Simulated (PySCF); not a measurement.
## An isoelectronic set: 48 electrons

MP2 in PySCF with def2-TZVPPD on every atom, for the lowest determinant that a PBE0 search found; no spin–orbit coupling. All have 48 electrons, 10 of them in the valence shells, and the same state, a singlet (closed shell). For ions De leads to the atom and ion picked by measured ionisation energies and electron affinities.

| species | difference of nuclear charges | Re (Å) | ωe (cm⁻¹) | k (mdyn/Å) | De (eV) | dissociates to |
| --- | --- | --- | --- | --- | --- | --- |
| ZnCl⁻ | 13 | 2.485 | 176 | 0.415 | 0.67 | Zn + Cl⁻ |
| GeP⁻ | 17 | 2.090 | 519 | 3.46 | n/a | Ge⁻ + P |
| SiAs⁻ | 19 | 2.121 | 529 | 3.36 | n/a | Si⁻ + As |
| GaCl | 14 | 2.208 | 374 | 1.91 | 4.98 | Ga + Cl |
| SiSe | 20 | 2.069 | 589 | 4.23 | 5.65 | Si + Se |
| AlBr | 22 | 2.312 | 379 | 1.70 | 4.75 | Al + Br |
| GeCl⁺ | 15 | 2.054 | 524 | 3.83 | 4.74 | Ge⁺ + Cl |
| SiBr⁺ | 21 | 2.102 | 549 | 3.66 | 4.77 | Si⁺ + Br |

Problem. Which member of the whole set has the stiffest bond, and how does it compare with the softest?

Solution. SiSe with k = 4.23 mdyn/Å, 10 times that of ZnCl⁻.

Correlated steps freeze the inner cores (10 to 14 orbitals); shallow outer-core shells are correlated. For an ion De counts to the pair picked by the measured ionisation energies or electron affinities, which need not be the lowest pair at this level. Where the molecule has an RHF reference, its open-shell atoms are computed with UHF.
